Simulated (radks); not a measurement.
The numbers below are computed, except where a source is named.
Coulomb parameter of the 4d shell of the palladium ion Pd2+ in the model configuration [Kr] 4d6.5 5s1.5, as a second difference U = [E(n + 0.5) + E(n - 0.5) - 2 E(n)] / (0.5)^2 with all orbitals relaxed. "Bare": the charge of the atom changes with n. "Screened": the 5s shell takes up the change at fixed total charge, which measures U(4d,4d) + U(5s,5s) - 2 U(4d,5s). Level of theory: Dirac Kohn-Sham, LDA (Slater exchange, Perdew-Wang correlation), spin-unpolarised, spherical densities, finite nucleus; open shells are shared between the two j in proportion to 2j + 1; Fermi nuclear charge, rms radius 4.5318 fm (a radial shooting solver on a logarithmic mesh with Libxc functionals).

case,configuration,E - E(n) (eV)
start,[Kr] 4d6.5 5s1.5,0.000
bare +0.5,[Kr] 4d7 5s1.5,-14.939
bare -0.5,[Kr] 4d6 5s1.5,18.486
screened +0.5,[Kr] 4d7 5s1,-4.806
screened -0.5,[Kr] 4d6 5s2,5.389

U(bare) = 14.187 eV, U(screened by 5s) = 2.333 eV.
